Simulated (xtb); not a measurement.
xtb input (GFN2-xTB):

```bash
xtb mol.xyz --gfn 2 --ohess tight --chrg 1 --uhf 0
```
mol.xyz:
```
14

Si     0.85018412    -0.40695797     0.82739786
C      1.69405776     0.88648599    -0.18267031
N     -0.62234558    -0.88045101     0.07255523
Si    -2.00219058    -0.01193974    -0.43046789
H      1.71890433    -1.68143326     0.87600449
H      0.65195203     0.09709057     2.16691051
H      1.07223260     1.75599836    -0.31602926
H      2.00742468     0.54261100    -1.14181089
H      2.61850636     1.24427865     0.28788170
H     -0.81264671    -1.92897198     0.08534647
H     -2.79970910     0.39366360     0.77834094
H     -1.49569614     1.25193629    -1.11000118
H     -2.78928534    -0.87120332    -1.27676951
H     -0.14441024    -0.40672844    -0.71855022
```

Output:

```
           -------------------------------------------------
          |                Calculation Setup                |
           -------------------------------------------------

           -------------------------------------------------
          |                 G F N 2 - x T B                 |
           -------------------------------------------------

        Reference                      10.1021/acs.jctc.8b01176
      * Hamiltonian:
        H0-scaling (s, p, d)           1.850000    2.230000    2.230000
        zeta-weighting                 0.500000
      * Dispersion:
        s8                             2.700000
        a1                             0.520000
        a2                             5.000000
        s9                             5.000000
      * Repulsion:
        kExp                           1.500000    1.000000
        rExp                           1.000000
      * Coulomb:
        alpha                          2.000000
        third order                    shell-resolved
        anisotropic                    true
        a3                             3.000000
        a5                             4.000000
        cn-shift                       1.200000
        cn-exp                         4.000000
        max-rad                        5.000000

          ...................................................
          :                      SETUP                      :
          :.................................................:
          :  # basis functions                  38          :
          :  # atomic orbitals                  36          :
          :  # shells                           20          :
          :  # electrons                        26          :
          :  max. iterations                   250          :
          :  Hamiltonian                  GFN2-xTB          :
          :  restarted?                      false          :
          :  GBSA solvation                  false          :
          :  PC potential                    false          :
          :  electronic temp.          300.0000000     K    :
          :  accuracy                    1.0000000          :
          :  -> integral cutoff          0.2500000E+02      :
          :  -> integral neglect         0.1000000E-07      :
          :  -> SCF convergence          0.1000000E-05 Eh   :
          :  -> wf. convergence          0.1000000E-03 e    :
          :  Broyden damping             0.4000000          :
          :  net charge                          1          :
          :  unpaired electrons                  0          :
          ...................................................

 iter      E             dE          RMSdq      gap      omega  full diag
   1    -13.1675352 -0.131675E+02  0.669E+00    6.68       0.0  T
   2    -13.3421564 -0.174621E+00  0.591E+00    5.17       1.0  T
   3    -13.3494175 -0.726110E-02  0.462E+00    5.28       1.0  T
   4    -13.3432120  0.620555E-02  0.156E+00    5.30       1.0  T
   5    -13.3518287 -0.861678E-02  0.540E-01    5.40       1.0  T
   6    -13.3520632 -0.234456E-03  0.171E-01    5.41       1.0  T
[...]
   1 H    7 N           2     1.0185108     1.0186312     1.0183904
   1 H   14 Si          5     1.4564295     1.4593589     1.4542983
   6 C   14 Si          1     1.8814675     1.8814675     1.8814675
   7 N   14 Si          1     1.8738752     1.8738752     1.8738752

           -------------------------------------------------
          |               Frequency Printout                |
           -------------------------------------------------
 projected vibrational frequencies (cm⁻¹)
eigval :       -0.00    -0.00    -0.00     0.00     0.00     0.00
eigval :       39.88   103.82   147.35   150.23   201.56   423.86
eigval :      436.82   511.12   517.06   580.94   595.73   649.79
eigval :      702.82   727.26   732.22   747.13   781.83   792.70
eigval :      815.49   828.88   966.26  1108.52  1363.92  1426.82
eigval :     1440.48  1478.46  2310.95  2333.48  2341.89  2356.39
eigval :     2368.69  3011.07  3017.37  3043.28  3326.56  3343.01
 reduced masses (amu)
   1: 17.29   2: 19.54   3: 17.08   4: 20.54   5: 19.20   6: 19.46   7:  9.13   8:  2.34
Molecule has no symmetry elements
It seems to be the C1 point group
   9: 12.10  10:  7.54  11: 16.62  12: 12.58  13:  6.51  14:  6.66  15:  5.04  16:  7.41
  17:  4.98  18:  5.89  19:  3.23  20:  2.85  21:  2.26  22:  1.89  23:  4.78  24: 12.89
  25:  3.90  26:  4.24  27:  1.55  28:  2.85  29:  3.10  30:  1.57  31:  1.59  32:  2.00
  33:  1.91  34:  1.85  35:  1.30  36:  2.13  37:  2.18  38:  1.70  39:  1.84  40:  1.68
  41:  2.07  42:  1.58
 IR intensities (km·mol⁻¹)
   1:  7.98   2:  4.05   3:  6.15   4:  4.80   5:  7.32   6:  3.38   7:  0.90   8:  0.56
   9:  0.55  10:  0.95  11:  1.47  12: 29.21  13: 29.71  14: 61.93  15: 60.55  16:232.82
  17: 59.13  18:115.11  19: 86.45  20:151.20  21:121.99  22:112.58  23:133.83  24:245.28
  25:116.69  26:150.04  27:  1.24  28:253.73  29: 47.38  30:  8.14  31:  7.37  32: 66.70
  33:192.60  34:116.80  35: 48.94  36:224.94  37:273.50  38:  6.64  39:  6.92  40:  2.71
  41: 12.65  42: 27.30
 Raman intensities (Ä⁴*amu⁻¹)
   1:  0.00   2:  0.00   3:  0.00   4:  0.00   5:  0.00   6:  0.00   7:  0.00   8:  0.00
   9:  0.00  10:  0.00  11:  0.00  12:  0.00  13:  0.00  14:  0.00  15:  0.00  16:  0.00
  17:  0.00  18:  0.00  19:  0.00  20:  0.00  21:  0.00  22:  0.00  23:  0.00  24:  0.00
  25:  0.00  26:  0.00  27:  0.00  28:  0.00  29:  0.00  30:  0.00  31:  0.00  32:  0.00
  33:  0.00  34:  0.00  35:  0.00  36:  0.00  37:  0.00  38:  0.00  39:  0.00  40:  0.00
  41:  0.00  42:  0.00
 output can be read by thermo (or use thermo option).
 writing <g98.out> molden fake output.
 recommended (thermochemical) frequency scaling factor: 1.0
           -------------------------------------------------
          |             Thermodynamic Functions             |
           -------------------------------------------------

c1  symmetry found (for desy threshold:  0.10E+00) used in thermo

          ...................................................
          :                      SETUP                      :
          :.................................................:
          :  # frequencies                          36      :
          :  # imaginary freq.                       0      :
          :  linear?                             false      :
          :  only rotor calc.                    false      :
          :  symmetry                               c1      :
          :  rotational number                       1      :
          :  scaling factor                  1.0000000      :
          :  rotor cutoff                   50.0000000 cm⁻¹ :
          :  imag. cutoff                  -20.0000000 cm⁻¹ :
          :.................................................:

    mode    ω/cm⁻¹     T·S(HO)/kcal·mol⁻¹    T·S(FR)/kcal·mol⁻¹   T·S(vib)
   ------------------------------------------------------------------------
       1     39.88    -1.56978 ( 28.81%)    -1.12290 ( 71.19%)    -1.25165
       2    103.82    -1.00811 ( 94.90%)    -0.83984 (  5.10%)    -0.99952
       3    147.35    -0.80685 ( 98.69%)    -0.73620 (  1.31%)    -0.80592
       4    150.23    -0.79587 ( 98.79%)    -0.73048 (  1.21%)    -0.79508
       5    201.56    -0.63173 ( 99.62%)    -0.64345 (  0.38%)    -0.63178
   ------------------------------------------------------------------------

   temp. (K)  partition function   enthalpy   heat capacity  entropy
                                   cal/mol     cal/K/mol   cal/K/mol   J/K/mol
 298.15  VIB   204.                 3578.143     23.863     21.469
         ROT  0.163E+06              888.752      2.981     26.827
         INT  0.332E+08             4466.896     26.844     48.295
         TR   0.857E+27             1481.254      4.968     39.460
         TOT                        5948.1495    31.8123    87.7557   367.1699

       T/K    H(0)-H(T)+PV         H(T)/Eh          T*S/Eh         G(T)/Eh
   ------------------------------------------------------------------------
    298.15    0.947898E-02    0.113645E+00    0.416956E-01    0.719495E-01
   ------------------------------------------------------------------------

         :::::::::::::::::::::::::::::::::::::::::::::::::::::
         ::                  THERMODYNAMIC                  ::
Note: The following floating-point exceptions are signalling: IEEE_UNDERFLOW_FLAG IEEE_DENORMAL
normal termination of xtb
         :::::::::::::::::::::::::::::::::::::::::::::::::::::
         :: total free energy         -13.174295095037 Eh   ::
         ::.................................................::
         :: total energy              -13.246244628504 Eh   ::
         :: zero point energy           0.104166119595 Eh   ::
         :: G(RRHO) w/o ZPVE           -0.032216586127 Eh   ::
         :: G(RRHO) contrib.            0.071949533468 Eh   ::
         :::::::::::::::::::::::::::::::::::::::::::::::::::::

optimized geometry written to: xtbopt.xyz

           -------------------------------------------------
          | TOTAL ENERGY              -13.246244628504 Eh   |
          | TOTAL ENTHALPY            -13.132599529350 Eh   |
          | TOTAL FREE ENERGY         -13.174295095037 Eh   |
          | GRADIENT NORM               0.000081296443 Eh/α |
          | HOMO-LUMO GAP               5.194443398586 eV   |
           -------------------------------------------------

------------------------------------------------------------------------
------------------------------------------------------------------------
 total:
 SCF:
 ANC optimizer:
 analytical hessian:
```

It need not be the lowest isomer of its formula.
